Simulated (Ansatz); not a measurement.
`CCC(CC(C)c1ccc(OC(C)=O)cc1)c1ccc(OC(C)=O)cc1` was relaxed with r2SCAN-D4 (def2-SVP) in Ansatz in these states: charge +1 doublet, charge -1 doublet, neutral singlet. The geometries follow in no particular order.

Single mean-field runs in def2-SVP are fitted with def2-universal-jkfit.

A:

```xyz
52

C     0.654   -1.259   -4.396
C    -0.136   -1.368   -3.098
C     0.229   -0.296   -2.052
C    -0.692   -0.418   -0.824
C    -0.631    0.738    0.199
C     0.588    0.691    1.129
C    -1.919    0.778    1.002
C    -2.256   -0.262    1.884
C    -3.451   -0.239    2.603
C    -4.328    0.837    2.449
O    -5.467    0.828    3.243
C    -6.692    1.129    2.711
C    -7.734    1.072    3.791
O    -6.878    1.398    1.555
C    -4.018    1.890    1.587
C    -2.819    1.846    0.872
C     1.705   -0.340   -1.714
C     2.554    0.730   -2.030
C     3.912    0.698   -1.705
C     4.437   -0.424   -1.065
O     5.803   -0.425   -0.820
C     6.279   -0.769    0.419
C     7.780   -0.720    0.409
O     5.580   -1.061    1.351
C     3.622   -1.517   -0.757
C     2.268   -1.464   -1.085
H     1.733   -1.402   -4.225
H     0.326   -2.015   -5.126
H     0.522   -0.267   -4.860
H     0.009   -2.369   -2.650
H    -1.218   -1.287   -3.309
H     0.030    0.692   -2.512
H    -1.727   -0.483   -1.202
H    -0.501   -1.378   -0.308
H    -0.587    1.681   -0.377
H     0.532    1.500    1.875
H     1.533    0.797    0.579
H     0.634   -0.265    1.676
H    -1.575   -1.110    2.015
H    -3.718   -1.044    3.292
H    -7.519    1.844    4.546
H    -7.697    0.101    4.305
H    -8.725    1.238    3.355
H    -4.706    2.728    1.469
H    -2.576    2.669    0.192
H     2.141    1.612   -2.530
H     4.576    1.532   -1.944
H     8.127    0.258    0.046
H     8.164   -1.478   -0.291
H     8.161   -0.914    1.418
H     4.041   -2.391   -0.257
H     1.632   -2.319   -0.833
```

B:

Cartesian coordinates in Å:
```
C -0.5295 0.5840 -4.5222
C 0.0118 1.0751 -3.1855
C -0.0364 0.0120 -2.0674
C 0.6476 0.5710 -0.7999
C 0.9766 -0.4385 0.3203
C -0.2561 -0.9065 1.1095
C 2.0388 0.1344 1.2382
C 1.7625 1.2164 2.1066
C 2.7458 1.7511 2.9292
C 4.0545 1.2242 2.9229
O 4.9166 1.8303 3.8025
C 6.2654 1.5935 3.9141
C 6.8117 2.3690 5.0795
O 6.9109 0.8174 3.2191
C 4.3589 0.1429 2.0676
C 3.3516 -0.3723 1.2498
C -1.4417 -0.5002 -1.8559
C -1.7833 -1.8460 -2.1051
C -3.0739 -2.3221 -1.9070
C -4.0943 -1.4535 -1.4529
O -5.3219 -2.0457 -1.3024
C -6.4775 -1.4390 -0.8786
C -7.6135 -2.4211 -0.9355
O -6.5869 -0.2579 -0.5674
C -3.7804 -0.1001 -1.1924
C -2.4772 0.3474 -1.3965
H -1.5862 0.2859 -4.4347
H -0.4543 1.3624 -5.2995
H 0.0317 -0.2985 -4.8758
H -0.5610 1.9622 -2.8553
H 1.0567 1.4174 -3.3059
H 0.5757 -0.8466 -2.4115
H 1.5990 1.0380 -1.1133
H 0.0346 1.3928 -0.3811
H 1.4234 -1.3269 -0.1684
H 0.0513 -1.5680 1.9358
H -0.9770 -1.4435 0.4769
H -0.7899 -0.0475 1.5494
H 0.7553 1.6467 2.1360
H 2.5290 2.5876 3.6006
H 6.7621 1.7715 6.0126
H 6.2469 3.2969 5.2535
H 7.8723 2.5978 4.8965
H 5.3672 -0.2661 2.0532
H 3.5972 -1.2109 0.5865
H -1.0062 -2.5358 -2.4566
H -3.3299 -3.3678 -2.1012
H -7.2598 -3.4611 -0.8929
H -8.1945 -2.2985 -1.8724
H -8.3079 -2.2233 -0.1038
H -4.5609 0.5697 -0.8364
H -2.2551 1.3997 -1.1825
```

C:

Cartesian coordinates in Å:
```
C 0.344 1.925 4.049
C 0.670 1.869 2.563
C -0.253 0.909 1.761
C 0.120 1.015 0.259
C -0.880 0.351 -0.732
C -0.821 -1.178 -0.737
C -0.595 0.978 -2.070
C 0.376 0.452 -2.957
C 0.643 1.076 -4.161
C -0.044 2.265 -4.517
O 0.300 2.754 -5.728
C -0.023 4.042 -6.207
C 0.451 4.160 -7.614
O -0.571 4.862 -5.534
C -1.016 2.815 -3.646
C -1.264 2.170 -2.445
C -0.184 -0.481 2.312
C -1.311 -1.079 2.924
C -1.241 -2.357 3.450
C -0.031 -3.084 3.372
O -0.069 -4.309 3.946
C 0.799 -5.364 3.602
C 0.567 -6.503 4.533
O 1.556 -5.293 2.681
C 1.118 -2.503 2.785
C 1.025 -1.218 2.274
H 0.514 0.955 4.543
H 0.976 2.671 4.554
H -0.706 2.211 4.220
H 1.722 1.569 2.410
H 0.569 2.872 2.115
H -1.290 1.272 1.878
H 0.186 2.093 0.033
H 1.129 0.605 0.077
H -1.895 0.670 -0.431
H -1.436 -1.587 -1.553
H -1.204 -1.597 0.203
H 0.208 -1.550 -0.862
H 0.914 -0.465 -2.701
H 1.379 0.677 -4.864
H -0.016 3.379 -8.233
H 1.539 3.995 -7.655
H 0.202 5.155 -8.000
H -1.553 3.723 -3.915
H -2.020 2.587 -1.771
H -2.251 -0.521 2.978
H -2.101 -2.831 3.929
H -0.483 -6.826 4.470
H 0.741 -6.179 5.570
H 1.236 -7.331 4.272
H 2.056 -3.053 2.740
H 1.918 -0.767 1.831
```

Q: Judge from the bond lengths which geometry belongs to which state (an estimate).

A: A is the neutral singlet (O11–C12 1.369 Å, C10–O11 1.389 Å, O21–C22 1.371 Å); B is the charge -1 doublet (O11–C12 1.374 Å, C10–O11 1.373 Å, O21–C22 1.372 Å); C is the charge +1 doublet (O11–C12 1.412 Å, C10–O11 1.351 Å, O21–C22 1.409 Å).

At r2SCAN-D4/def2-SVP the highest occupied level of the relaxed charge -1 doublet lies above zero (up to 1.52 eV). Energy differences disagree on whether the electron is bound (positive means bound): -0.50 eV (each at its own geometry, to the charge 0 singlet, at PBE0-D4/def2-TZVP), but 0.12 eV at PBE-D4/def2-TZVP. At r2SCAN-D4/def2-SVP the gap within one spin of the relaxed charge -1 doublet nearly closes, so an electron or hole may be smeared out by delocalisation error.
